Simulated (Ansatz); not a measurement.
C₂H₇FGeO (`[CH3][Ge]([CH3])([OH])[F]`), relaxed with RKS PBE0-D4/def2-TZVP in Ansatz 0.2.0 from a PBE-D4/def2-SVP geometry. The force threshold is 0.005 eV/Å; the program also tests the step.

The species carries charge 0 and has multiplicity 1.

Start:

```xyz
12

C    -0.749    0.337    1.507
Ge    0.027    0.368   -0.286
C     1.207   -1.095   -0.777
O    -1.216    0.447   -1.575
F     0.943    1.881   -0.379
H     0.058    0.292    2.264
H    -1.405   -0.548    1.626
H    -1.346    1.254    1.684
H     2.111   -1.086   -0.138
H     1.509   -0.984   -1.836
H     0.685   -2.063   -0.651
H    -1.823    1.197   -1.439
```

| step | energy (eV) | largest force (eV/Å) | largest move (Å) |
| --- | --- | --- | --- |
| 1 | -63461.4711 | 0.590 | 0.000 |
| 2 | -63461.5180 | 0.237 | 0.030 |
| 3 | -63461.5237 | 0.052 | 0.019 |
| 4 | -63461.5242 | 0.021 | 0.007 |
| 5 | -63461.5243 | 0.013 | 0.008 |
| 6 | -63461.5244 | 0.008 | 0.016 |
| 7 | -63461.5245 | 0.008 | 0.009 |
| 8 | -63461.5245 | 0.010 | 0.026 |
| 9 | -63461.5246 | 0.010 | 0.011 |
| 10 | -63461.5246 | 0.005 | 0.005 |
| 11 | -63461.5246 | 0.002 | 0.001 |

End:

```xyz
12

C    -0.739    0.347    1.506
Ge    0.022    0.345   -0.275
C     1.202   -1.092   -0.780
O    -1.224    0.426   -1.531
F     0.920    1.843   -0.387
H     0.056    0.336    2.253
H    -1.372   -0.530    1.647
H    -1.339    1.246    1.651
H     2.055   -1.137   -0.103
H     1.559   -0.919   -1.795
H     0.671   -2.044   -0.749
H    -1.811    1.180   -1.437
```

It took 25 s on 2 threads of an AMD EPYC 7R13 on a shared host and a share of an NVIDIA H100 80 GB, with 0.89 GiB of host memory at the peak.
